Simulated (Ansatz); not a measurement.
`F[CH](F)[SnH2][SH]`. Charge 0, multiplicity 1. Sn takes the def2 core potential. Geometry: relaxed with PBE0-D4/def2-TZVP. It is one conformer, not always the lowest.

```xyz
9

F    -0.336   -0.922   -1.690
C     0.363    0.171   -1.268
F     1.685   -0.126   -1.368
Sn   -0.184    0.601    0.818
S    -0.033   -1.472    2.004
H     0.151    0.986   -1.969
H     0.921    1.674    1.541
H    -1.779    1.211    0.830
H    -0.788   -2.122    1.101
```

(1) What is the dipole moment at r2SCAN/def2-TZVPP? (An estimate is asked.)

(2) And with PBE, B3LYP, ωB97M-V? (An estimate is asked.)

(3) Give the Mulliken charges with r2SCAN, PBE, ωB97M-V in def2-TZVPP. (Best estimate.)

Results:

(1) Computed: 2.36 D, with components (-1.04, 2.05, -0.52) D in this frame, pointing from negative to positive charge.

(2) Computed: PBE 2.22 D, B3LYP 2.40 D, ωB97M-V 2.45 D.

(3) The calculation gave: 
```
atom  r2SCAN    PBE  ωB97M-V
  F1   -0.21  -0.17    -0.20
  C2    0.18   0.09     0.12
  F3   -0.20  -0.16    -0.19
 Sn4    0.63   0.59     0.51
  S5   -0.38  -0.37    -0.35
  H6    0.06   0.09     0.12
  H7   -0.10  -0.10    -0.06
  H8   -0.11  -0.11    -0.08
  H9    0.12   0.13     0.13
```

B3LYP here is the variant with VWN-RPA as its local correlation; programs differ in this.
